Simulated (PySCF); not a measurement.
These compounds are isomers of formula C7H9ClOSi.

A. SMILES c1([SiH2]OC)cccc(Cl)c1
B. `InChI=1S/C7H9ClOSi/c8-3-1-2-6-4-7(9)10-5-6/h1,3-4H,2,5,10H2/b3-1-`
C. `CC1=CC=C(O[SiH3])/C1=C/Cl`
D. SMILES [SiH3]OC1=CCC=C/C1=C\Cl

Spectrum 1. 13C{1H} NMR (computed): δ 157.8 (C), 147.4 (C), 141.3 (CH), 135.4 (CH), 128.6 (C), 106.7 (CH), 19.9 (CH3).

Spectrum 2. 13C{1H} NMR (computed): δ 235.7 (C), 183.4 (C), 148.0 (CH), 137.4 (CH), 134.8 (CH), 41.4 (CH2), 15.3 (CH2).

Spectrum 3. 13C{1H} NMR (computed): δ 154.9 (C), 136.0 (CH), 135.0 (C), 129.7 (CH), 126.0 (CH), 110.4 (CH), 34.1 (CH2).

Spectrum 4. 13C{1H} NMR (computed): δ 144.9 (C), 139.8 (C), 138.6 (CH), 137.6 (CH), 136.1 (CH), 134.5 (CH), 54.3 (CH3).

Method: σ from GIAO-PBE0/pcSseg-1, geometry from GFN2-xTB, in PySCF 2.14 (non-relativistic, averaged over atoms made equivalent by symmetry, fast rotation or ring inversion, in vacuum, single conformer).

Chemical shifts δ = σref − σ; 13C (186.93 ppm) against TMS, all at this level. Shifts are as computed. Against solution values, carbons near 30 ppm lie about +3 ppm off and those near 130 ppm about +5 ppm; carbons on Cl a further +6 ppm. Of 1309 compounds with measured shifts, 239 miss one by over three times the rms of a fit or turn the order of signals round; such compounds aren't used in these exercises. Carbons bonded to Cl come out too deshielded.

Task: Which spectrum belongs to which compound?

Result: 1–C, 2–B, 3–D, 4–A.

- Spectrum 1 (C): 7 13C signals; δC 157.8 is an alkene carbon bearing oxygen; δC 147.4 is a fully substituted alkene carbon.
- Spectrum 2 (B): 7 13C signals; δC 183.4 is a β carbon of a C=C–C=O unit; δC 148.0 is an α carbon of a C=C–C=O unit.
- Spectrum 3 (D): 7 13C signals; δC 154.9 is an alkene carbon bearing oxygen; δC 136.0 is an alkene CH.
- Spectrum 4 (A): 7 13C signals; δC 138.6 is an aromatic CH; δC 137.6 is an aromatic CH.
